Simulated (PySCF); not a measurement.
Calculation: PySCF with B3LYP-D3(BJ)/def2-TZVP. Isolated molecules, 0 K electronic values unless said otherwise. One relaxed conformer stands for a flexible species; it need not be the lowest. B3LYP has the VWN-RPA correlation part, as in Gaussian. Delta-SCF ions had no search for a lower state. Excitations are Tamm–Dancoff values on a coarser integration grid. The basis has no diffuse functions, so Rydberg states are missing or too high.

Reference species (SMILES): `[I][Al]([I])[I]` (neutral, multiplicity 1).

The S1–T1 gap (TDA) comes out as 0.27 eV and the vertical ionisation energy (Delta-SCF) is 9.28 eV.

Changed species: `[OH][Al]([I])[I]` (H–O–Al–I torsion 180°) (2 of 3 OH replaced by I; the reference has 3 of 3 OH replaced by I).

Q: Give the shifts of the S1–T1 gap (TDA) and vertical ionisation energy (Delta-SCF).

A: the S1–T1 gap (TDA) rises by 0.03 eV, to 0.30 eV; the vertical ionisation energy (Delta-SCF) goes up by 0.28 eV, to 9.56 eV.
